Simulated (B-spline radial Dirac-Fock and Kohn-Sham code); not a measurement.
**Satellites and hypersatellites of the K lines of Se⁵⁺**

System: selenium as Se⁵⁺, configuration [Ar] 3d10 4s1, inside a Watson sphere of charge -5 and radius 2 Å (a model of the Madelung potential; inside it an electron's potential energy is raised by 36.0 eV).

The run's input, task.json:

```json
{"items": [{
  "Z": 34,
  "q": 5,
  "cfg": [[1, 0, 2], [2, 0, 2], [2, 1, 6], [3, 0, 2], [3, 1, 6], [3, 2, 10], [4, 0, 1]],
  "A": 80,
  "rrms": 4.14,
  "watson": [-5, 2.0],
  "do": ["binding", "quiet", "double"]
}]}
```

Launch: `python xray_run.py task.json out`

Model: relaxed Dirac-Fock hole states (ΔSCF) with Breit and QED corrections and a finite nucleus. Program: a radial finite-basis atomic code. Each two-hole energy is an average over J within one jj subconfiguration, not an observable level; in light atoms, where LS coupling holds, the j-resolved values are not observed lines, and for a K spectator the Kα1 hypersatellite is nearly forbidden. The model has no electron correlation.

Lines without a spectator: Kα2 (K-L2) 11181.9 eV, Kα1 (K-L3) 11222.9 eV, Kβ3 (K-M2) 12489.9 eV, Kβ1 (K-M3) 12495.9 eV. Shifts in eV with one spectator hole (a dash: not computed, or left out as unreliable):

```
spectator hole    Kα2    Kα1     Kβ3     Kβ1
    L2 (2p1/2)  +36.5  +44.9       –   +98.6
    L3 (2p3/2)  +39.9  +38.7   +93.2       –
    M2 (3p1/2)      –  +3.92   +8.96  +11.30
    M3 (3p3/2)  +3.39      –  +10.39   +9.86
    M4 (3d3/2)  +0.12  -1.18       –       –
    M5 (3d5/2)  -1.33  -0.46       –       –
```

Q: Where does the K-L3 hypersatellite lie, emitted when both K electrons are missing?

A: +372.0 eV from the normal line, at 11594.9 eV. Removing both K electrons costs 25914.0 eV, which is 504.5 eV more than twice the K binding energy.

With n spectator holes in 2p, averaged over the 2p shell (energies in eV):

| n | KαLⁿ | step | hypersatellite KαʰLⁿ |
| --- | --- | --- | --- |
| 0 | 11209.2 | – | 11579.6 |
| 1 | 11249.8 | +40.6 | 11621.4 |
| 2 | 11291.4 | +41.7 | 11664.3 |
| 3 | 11334.2 | +42.8 | 11708.4 |
| 4 | 11378.1 | +43.9 | 11753.7 |
| 5 | 11423.2 | +45.1 | 11800.0 |
